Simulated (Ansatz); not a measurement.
Geometry optimisation, RKS PBE0-D4/def2-SVP in Ansatz.

input.yaml

```yaml
crystal:
  periodic: [false, false, false]
  atoms:
    - { symbol: B, position_ang: [0.068339, -0.352364, -0.039859] }
    - { symbol: F, position_ang: [0.04154, -0.57876, 1.266248] }
    - { symbol: Cl, position_ang: [1.615145, -0.191582, -0.851374] }
    - { symbol: O, position_ang: [-1.064464, -0.298094, -0.757162] }
    - { symbol: H, position_ang: [-1.852339, -0.438742, -0.219642] }
    - { symbol: H, position_ang: [0.28057, 1.926651, 0.665901] }
    - { symbol: H, position_ang: [0.138311, 1.549791, 1.258588] }
basis:
  gaussian: { orbitals: def2-SVP }
hamiltonian:
  xc: pbe0
  dispersion: d4
relax:
  f_tol: 0.03
  max_steps: 50
```

Command:

```bash
$ ansatz run input.yaml --threads 1 --pin off --max-ram 2048MiB --backend cpu --events-out ev --progress --plain --runs-dir out
```

Where does it end, and by what steps?

The forces met the threshold. After 5 steps the energy has fallen by 0.154 eV; H6 moved furthest, 0.46 Å.

| step | energy less start (eV) | largest force component (eV/Å) | accepted |
| --- | --- | --- | --- |
| 0 | 0.0000 | 1.455 | yes |
| 1 | -0.1250 | 0.126 | yes |
| 2 | -0.1503 | 0.134 | yes |
| 3 | -0.1465 | 0.422 | no |
| 4 | -0.1531 | 0.054 | yes |
| 5 | -0.1543 | 0.018 | yes |

```xyz
7
Properties=species:S:1:pos:R:3
B 0.070 -0.558 -0.120
F 0.058 -0.836 1.178
Cl 1.612 -0.421 -0.943
O -1.068 -0.392 -0.807
H -1.852 -0.485 -0.253
H 0.260 2.358 0.817
H 0.147 1.951 1.450
```

Whether the end is a true minimum wasn't checked by a vibrational analysis.

Time of the run: 19 s on 1 thread of Arm Neoverse V1 (shared host), peak memory 0.14 GiB.
